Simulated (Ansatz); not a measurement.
Isolated molecules relaxed with PBE0-D4/def2-TZVP in Ansatz; ΔE leaves out vibrations. CBS: MP2 limit from def2 TZ/QZ plus the TZ coupled-cluster correction, frozen cores. This one scheme is used for every species, atoms too. DFT in def2-TZVPP. B3LYP here is the variant with VWN-RPA as its local correlation; programs differ in this. HSE06 is defined as in plane-wave codes. Open shells (•) are unrestricted, without spin–orbit coupling. Spin–orbit coupling would lower the free atoms: a little for B, C, Si.

Reaction (atomization): `B/C=C/[SiH3]` → B• + 2 C• + 7 H• + Si•

```tsv
level	ΔE (kJ/mol)	difference from CCSD(T)/CBS
LDA (SPW92)	4431.9	472.6
PBE-D4	4006.6	47.3
revPBE-D4	3935.0	-24.3
BLYP-D4	3958.4	-0.9
r2SCAN-D4	3981.5	22.2
B97M-V	3988.8	29.5
PBE0-D4	3973.0	13.7
B3LYP-D4	3986.4	27.1
r2SCANh-D4	3967.1	7.8
r2SCAN0-D4	3946.9	-12.4
HSE06-D4	3975.4	16.1
BHLYP-D4	3918.5	-40.8
CAM-B3LYP-D4	3993.9	34.6
ωB97X-V	3978.9	19.6
ωB97M-V	3980.5	21.2
B2PLYP	3939.8	-19.5
PBE	3987.2	27.9
revPBE	3873.5	-85.8
BLYP	3915.4	-43.9
r2SCAN	3976.7	17.4
PBE0	3956.7	-2.6
B3LYP	3955.2	-4.1
r2SCANh	3962.0	2.7
r2SCAN0	3941.3	-18.0
HSE06	3960.2	0.9
BHLYP	3895.4	-63.9
CAM-B3LYP	3977.4	18.1
LC-ωPBE	3941.4	-17.9
HF/def2-SVP	3098.3	-861.0
MP2/def2-SVP	3801.5	-157.8
CCSD/def2-SVP	3753.1	-206.2
HF/def2-TZVPP	3071.2	-888.1
MP2/def2-TZVPP	3901.4	-57.9
SCS-MP2/def2-TZVPP	3911.0	-48.3
CCSD/def2-TZVPP	3830.2	-129.1
HF/def2-QZVPP	3075.7	-883.6
SCS-MP2/def2-QZVPP	3967.5	8.2
HF/CBS(def2)	3076.5	-882.8
MP2/CBS(def2)	3985.8	26.5
CCSD/CBS(def2)	3914.6	-44.7
CCSD(T)/CBS	3959.3	0
```

Largest T1 diagnostic among the species: 0.014.

In def2-TZVPP, CCSD(T) changes the Hartree–Fock value by +803.7 kJ/mol (the triples alone add +44.7 kJ/mol) and MP2 by +830.2 kJ/mol; breaking electron pairs costs correlation energy, which Hartree–Fock lacks. From r2SCAN to r2SCAN0 (25 % exact exchange), in def2-TZVPP and without D4, ΔE moves by −35.4 kJ/mol: exact exchange takes away binding that semilocal exchange gives to molecules. The D4 term adds +31.2 kJ/mol with B3LYP and +16.3 kJ/mol with PBE0; it sums over pairs of atoms, weighted by their polarisabilities, and B3LYP, whose exchange is more repulsive, gets the larger term.

For atomizations the MP2-based limit and the directly extrapolated one differ by several kJ/mol either way, and by 10 to 25 for some Ge, Se and Sn compounds, so smaller differences from it don't rank the levels.
